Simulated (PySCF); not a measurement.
# Working out the ionisation energy of Pd⁺

Pd⁺ [Kr] 4d9 (2D) → Pd²⁺ [Kr] 4d8 (3F). All numbers are calculated (PySCF 2.14, the spin-free X2C one-electron Hamiltonian (Gaussian nucleus), in x2c-SVPall). Frozen: [Kr]. Energies in hartree (1 hartree = 27.21139 eV):

| part | Pd⁺ (lower) | Pd²⁺ (upper) |
| --- | --- | --- |
| UHF | -5042.034860 | -5041.393021 |
| MP2 opposite-spin | -0.134264 | -0.097446 |
| MP2 same-spin | -0.078551 | -0.061597 |

What does Hartree-Fock give?

(-5041.393021) − (-5042.034860) = 0.641839 hartree = 17.465 eV.

What do MP2 and SCS-MP2 (6/5 opposite-spin, 1/3 same-spin) give?

The opposite-spin parts differ by 1.002 eV and the same-spin parts by 0.461 eV. MP2: 17.465 + (1.002) + (0.461) = 18.928 eV. SCS-MP2: 17.465 + 1.2 × (1.002) + (0.461)/3 = 18.821 eV.

Reference: 19.43 ± 0.12 eV (semi-empirical (NIST evaluation); NIST Atomic Spectra Database, ionization energies), between the lowest levels; spin-orbit coupling is absent from the calculation.

A double-zeta basis recovers only part of the correlation energy.

What remains against the reference includes basis incompleteness, the frozen core and correlation beyond second order.
